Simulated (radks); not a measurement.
Fractional charge and spin in the 5p shell of promethium: the spin-up occupation runs from 2 to 3 and the spin-down occupation from 2 to 3; the fullest corner is Pm2+, [Kr] 4d10 4f(up 2.5, down 2.5) 5s2 5p(up 3, down 3). Calculated with a radial shooting solver on a logarithmic mesh with Libxc functionals: scalar-relativistic Kohn-Sham, BLYP, spin-polarised, spherical densities, finite nucleus; Fermi nuclear charge, rms radius of each element as measured or else 0.836 A^(1/3) + 0.57 fm. Energy (eV) minus the two flat planes that join the four corners (they meet along the diagonal where the two added fractions sum to one electron); zero is where a piecewise linear energy would lie.

| down \ up | 2 | 2.25 | 2.5 | 2.75 | 3 |
|---|---|---|---|---|---|
| 2 | 0.000 | -1.174 | -1.561 | -1.166 | 0.000 |
| 2.25 | -1.174 | -1.507 | -1.061 | 0.153 | -1.104 |
| 2.5 | -1.561 | -1.061 | 0.205 | -1.005 | -1.465 |
| 2.75 | -1.166 | 0.153 | -1.005 | -1.417 | -1.093 |
| 3 | 0.000 | -1.104 | -1.465 | -1.093 | 0.000 |

Corners above the fullest one (they belong to Pm3+ and the next ion): (up 3, down 2) 41.369 eV, (up 2, down 3) 41.369 eV, (up 2, down 2) 95.671 eV. With half an added electron in each spin the energy lies 0.205 eV from the planes, and with half an added electron in spin up alone -1.561 eV. The planes are only a guide here: the flat-plane condition holds for ground states with one frontier orbital, while this shell lies below other occupied shells, so the corners above the fullest one are inner-hole states and not the ground states of those ions.
